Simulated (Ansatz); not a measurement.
`CS[Si](F)(Cl)Cl` + `CC(=N)BO` → `C/N=C(\C)BO` + `F[Si](S)(Cl)Cl`  (substitution at a C–S bond)

Program: Ansatz. Geometries: PBE0-D4/def2-TZVP. ΔE: electronic, gas phase. CCSD(T)/CBS adds triple-zeta CCSD(T) − MP2 to the extrapolated MP2 energy (def2 sets, frozen cores). This one scheme is used for every species. Functionals use def2-TZVPP. One conformer a species, not always the lowest.

`CS[Si](F)(Cl)Cl`:

```xyz
9

C     0.070   -0.459   -1.501
S    -0.849    0.834   -0.608
Si   -0.177    0.445    1.331
F    -0.584   -1.009    1.811
Cl   -1.031    1.793    2.572
Cl    1.849    0.510    1.495
H     1.144   -0.315   -1.393
H    -0.219   -1.451   -1.158
H    -0.203   -0.348   -2.549
```

`CC(=N)BO`:

Z-matrix (Å, degrees):
```
C
C 1 1.501
H 1 1.093 2 111.6
H 1 1.094 2 110.4 3 121.5
H 1 1.094 2 110.4 3 -121.5
N 2 1.277 1 124.6 3 0.0
B 2 1.578 1 119.8 3 180.0
H 6 1.025 2 110.9 1 0.0
O 7 1.353 2 117.5 1 -0.3
H 7 1.198 2 121.1 1 179.8
H 9 0.960 7 113.4 2 -180.0
```

`C/N=C(\C)BO`:

Z-matrix (Å, degrees):
```
C
N 1 1.443
H 1 1.090 2 109.7
H 1 1.098 2 111.7 3 -120.3
H 1 1.098 2 111.7 3 120.3
C 2 1.280 1 118.6 3 -180.0
B 6 1.569 2 114.9 1 -180.0
C 6 1.504 2 124.0 1 0.0
O 7 1.355 6 118.0 2 179.9
H 7 1.198 6 120.9 2 -0.1
H 8 1.089 6 111.2 2 -179.9
H 8 1.095 6 110.9 2 -59.1
H 8 1.095 6 110.9 2 59.2
H 9 0.960 7 113.2 6 -180.0
```

`F[Si](S)(Cl)Cl`:

Z-matrix (Å, degrees):
```
Si
S 1 2.099
Cl 1 2.021 2 107.3
F 1 1.581 2 111.6 3 -118.5
Cl 1 2.027 2 112.9 3 122.3
H 2 1.346 1 92.8 3 -175.8
```

```
             level  ΔE (kJ/mol)  difference from CCSD(T)/CBS
           ωB97X-V         14.7                         -1.5
            B2PLYP         14.2                         -2.0
               PBE         13.3                         -2.9
    MP2/def2-TZVPP         14.0                         -2.2
SCS-MP2/def2-TZVPP         14.7                         -1.5
CCSD(T)/def2-TZVPP         13.5                         -2.7
     HF/def2-QZVPP         17.8                          1.6
    MP2/def2-QZVPP         15.6                         -0.6
     MP2/CBS(def2)         16.8                          0.6
    CCSD/CBS(def2)         16.4                          0.2
       CCSD(T)/CBS         16.2                            0
```

Largest T1 diagnostic among the species: 0.013.

In def2-TZVPP, CCSD(T) changes the Hartree–Fock value by −4.4 kJ/mol (the triples alone add −0.2 kJ/mol) and MP2 by −3.8 kJ/mol.
